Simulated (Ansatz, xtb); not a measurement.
Species: CdCl₂, charge -1, multiplicity 2. The spin state was set by rule; other spins were not relaxed. 
Coordinates optimised at B3LYP-D3(BJ)/def2-TZVP (Ansatz, an electronic-structure program):
```xyz
3

Cd     0.3411     0.0236     0.3929
Cl     1.1423     0.3753    -1.9891
Cl    -2.1054    -0.4420     0.8798
```
Charge -1, spin multiplicity 2.

Harmonic wavenumbers from GFN2-xTB (xtb, at its own minimum), cm⁻¹: 61, 169, 190.

### Question
Give the harmonic wavenumbers at B3LYP-D3(BJ)/def2-TZVP (Ansatz, finite differences of forces, unscaled).

### Answer
64, 218, 228 cm⁻¹. Zero-point energy 0.7 kcal/mol.

### Question
From these and the geometry, give the ideal-gas thermochemistry at 298.15 K and 1 atm (rigid rotor, harmonic oscillator).

### Answer
Point group C2v, rotational symmetry number 2. Rotational constants 7.367, 1.466, 1.223 GHz. S(trans) 41.52, S(rot) 26.21, S(vib) 8.21, S(elec, spin only) 1.38, S 77.3 cal/(mol K). H(298) - H(0) 3.54 kcal/mol; G - E(el) -18.8 kcal/mol.
